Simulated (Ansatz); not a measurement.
Reaction (ligand exchange at the Si–O bond): `C[SiH2][SiH](O)O` + HCl → `C[SiH2][SiH](O)Cl` + H₂O

Isolated molecules relaxed with PBE0-D4/def2-TZVP in Ansatz; ΔE leaves out vibrations. CCSD(T)/CBS is the MP2 limit (def2-TZVPP, def2-QZVPP) plus CCSD(T) − MP2 in def2-TZVPP, frozen cores. This one scheme is used for every species. DFT in def2-TZVPP. One conformer a species, not always the lowest.

| level | ΔE (kJ/mol) |
| --- | --- |
| r2SCAN | -7.4 |
| CCSD(T)/def2-TZVPP | -3.1 |

(1) What does CCSD(T)/CBS give? (Best estimate.)

Largest T1 diagnostic among the species: 0.012.

Answers

(1) The calculation gave: -9.2 kJ/mol. The listed levels differ from it by 1.8, 6.1 kJ/mol.

The D4 term adds −3.9 kJ/mol with B3LYP and −2.1 kJ/mol with PBE0; it sums over pairs of atoms, weighted by their polarisabilities, and B3LYP, whose exchange is more repulsive, gets the larger term.

CCSD(T)/CBS has its own doubt, a few kJ/mol and more with outer-core shells, so smaller differences from it don't rank the levels.

B3LYP here is the variant with VWN-RPA as its local correlation; programs differ in this.
